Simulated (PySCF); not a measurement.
Calculation: B3LYP-D3(BJ)/def2-TZVP // TPSS-D3(BJ)/def2-SVP run with PySCF. All species are isolated molecules in the gas phase. B3LYP has the VWN-RPA correlation part, as in Gaussian. 

Reference species: [V(=O)(Cl)3] (neutral, multiplicity 1).

* **charge on the central atom (Mulliken)**: 1.14 e
* **HOMO–LUMO gap**: 4.70 eV
* **LUMO**: -4.74 eV

Changed species: [Cr(=O)2(Cl)2] (M = Cr, dioxo; the reference has M = V, oxo).

**Question.** What does the change do to the charge on the central atom (Mulliken), HOMO–LUMO gap and LUMO?

**Answer.** the charge on the central atom (Mulliken) goes up by 0.08 e, to 1.22 e; the HOMO–LUMO gap decreases by 0.56 eV, to 4.14 eV; the LUMO drops by 0.67 eV, to -5.41 eV.
